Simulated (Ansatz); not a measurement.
`[SiH3]C1=CO1` and `[SnH3][C]1=CO1` differ in one atom or group.

Ansatz, PBE0-D4/def2-TZVP geometries, multiplicity 1. 

Elements past krypton have def2 core potentials.

```
                                      property  `[SiH3]C1=CO1`
zero-point energy (PBE0-D4/def2-TZVP) / kJ/mol           122.2
         LUMO energy (ωB97M-V/def2-TZVPP) / eV            0.77
             HOMO energy (PBE/def2-TZVPP) / eV           -5.01
         HOMO–LUMO gap (B3LYP/def2-TZVPP) / eV            4.42
size of the dipole moment (PBE/def2-TZVPP) / D            1.80
          HOMO–LUMO gap (PBE0/def2-TZVPP) / eV            4.88
```

Question: Give the same properties after the change, and the shifts. (An estimate is asked.)

Answer: Computed: 
| property | `[SnH3][C]1=CO1` | shift |
| --- | --- | --- |
| zero-point energy (PBE0-D4/def2-TZVP) / kJ/mol | 109.5 | -12.7 |
| LUMO energy (ωB97M-V/def2-TZVPP) / eV | 0.50 | -0.27 |
| HOMO energy (PBE/def2-TZVPP) / eV | -5.04 | -0.03 |
| HOMO–LUMO gap (B3LYP/def2-TZVPP) / eV | 4.15 | -0.27 |
| size of the dipole moment (PBE/def2-TZVPP) / D | 2.00 | 0.20 |
| HOMO–LUMO gap (PBE0/def2-TZVPP) / eV | 4.61 | -0.27 |

Dipoles are sizes alone; their direction can turn.

B3LYP here is the variant with VWN-RPA as its local correlation; programs differ in this.
